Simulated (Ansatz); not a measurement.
Abstraction of Cl: NbCl5 + SiH2(CH3) → NbCl4 + SiH2(CH3)Cl

Species: NbCl5 (niobium pentachloride) `[Cl][Nb]([Cl])([Cl])([Cl])[Cl]`, singlet; SiH2(CH3), doublet; NbCl4 `[Cl][Nb]([Cl])([Cl])[Cl]`, doublet; SiH2(CH3)Cl ((chlorosilyl)methane), singlet. A radical takes Cl: the energy is the difference in strength between the Nb–Cl bond broken and the Si–Cl bond made.

Shapes, held fixed at every level: PBE0-D4/def2-TZVP. Programs: Ansatz 0.2.0. The zero-point and thermal change to 298 K, harmonic and unscaled (PBE0-D4/def2-TZVP), is +4.4 kJ/mol.

Task: Estimate ΔH(298 K) of this reaction.

Result: The highest level, CCSD(T)/def2-TZVPP, gives ΔH(298 K) = -183.6 kJ/mol; the levels span -280.4 to -146.9. The column of differences is taken from that level and isn't an error. No measured value is set beside it here. Open shells run unrestricted unless RO is named. For atoms past krypton def2 sets carry core potentials with scalar relativity. Correlated rows may include outer-core shells of Nb, which these sets cover unevenly.

| level | kind | ΔH(298 K) (kJ/mol) | less CCSD(T)/def2-TZVPP |
| --- | --- | --- | --- |
| HF/def2-SVP | Hartree–Fock | -280.4 | -96.8 |
| BHLYP-D4/def2-TZVPP | global hybrid | -224.9 | -41.3 |
| r2SCAN0-D4/def2-TZVPP | global hybrid | -184.1 | -0.5 |
| wB97X-V/def2-TZVPP | range-separated hybrid | -209.6 | -26.0 |
| MP2/def2-TZVPP | perturbation theory | -146.9 | +36.7 |
| CCSD/def2-SVP | coupled cluster or CI | -190.3 | -6.7 |
| CCSD/def2-TZVPP | coupled cluster or CI | -214.3 | -30.7 |
| CCSD(T)/def2-TZVPP | coupled cluster or CI | -183.6 | 0.0 |
